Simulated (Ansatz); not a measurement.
Z-matrix (Å, degrees):
```
C
Si 1 1.866
C 1 1.509 2 63.6
H 1 1.088 2 119.2 3 107.5
H 1 1.088 2 119.2 3 -107.5
H 2 1.478 1 119.5 3 104.9
H 2 1.478 1 119.5 3 -104.9
C 3 1.312 1 135.5 2 179.9
F 8 1.338 3 122.4 1 -180.0
H 8 1.087 3 126.1 1 0.0
```

Total charge 0; spin multiplicity 1.

Task: List the ωB97M-V/def2-TZVPP orbital energies in eV (Ansatz 0.2.0). (Estimate.)

Result: Ansatz gave: Occupied: -1807.15, -677.78, -283.80, -281.57, -281.43, -148.26, -102.37, -102.37, -102.35, -36.92, -25.22, -22.41, -18.74, -17.75, -17.00, -15.73, -15.46, -14.78, -13.34, -12.33, -11.00, -9.85, -9.61. Lowest empty: 1.63, 1.64, 2.50, 3.02, 3.97, 4.00, 4.26, 4.87.
